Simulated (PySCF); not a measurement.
**Potential energy of InCl along the bond**

Set-up: PySCF, scalar-relativistic core potentials, basis sets In def2-TZVPP with ECP28, Cl def2-TZVPP. Energies in eV from In + Cl in their ground configurations at the same level. State: ¹Σ⁺ (singlet), closed shell.

All columns are BLYP. A positive dipole means In(−)Cl(+).

```
R (Å)  E (eV)  μ (D)  Mulliken charge on In (basis-dependent)  HOMO (eV)  LUMO (eV)  Mayer bond order  ⟨S²⟩
2.081  -3.434  -1.11                                     0.28      -5.68      -1.97              1.22  0.00
2.178  -3.991  -1.75                                     0.33      -5.88      -2.09              1.14  0.00
2.275  -4.311  -2.40                                     0.37      -6.03      -2.22              1.08  0.00
2.347  -4.441  -2.88                                     0.40      -6.13      -2.31              1.04  0.00
2.420  -4.501  -3.35                                     0.42      -6.19      -2.40              1.01  0.00
2.493  -4.508  -3.82                                     0.44      -6.23      -2.50              0.98  0.00
2.589  -4.457  -4.44                                     0.46      -6.24      -2.62              0.94  0.00
2.710  -4.329  -5.17                                     0.49      -6.05      -2.77              0.91  0.00
2.856  -4.120  -6.02                                     0.51      -5.76      -2.94              0.88  0.00
3.049  -3.800  -7.07                                     0.53      -5.43      -3.15              0.84  0.00
```

A fit through these points gives, at Re = 2.467 Å, μ = -3.66 D and dμ/dR = -6.46 D/Å; the reduced mass is 26.81 u.

**Question.** How strong is the fundamental in the double-harmonic approximation, I = 42.26·(dμ/dR)²/μred km/mol?

**Answer.** I = 42.26·(-6.46)²/26.81 = 65.8 km/mol at BLYP.

These are scalar-relativistic numbers at best; spin–orbit coupling would shift them, the dissociation energy most.
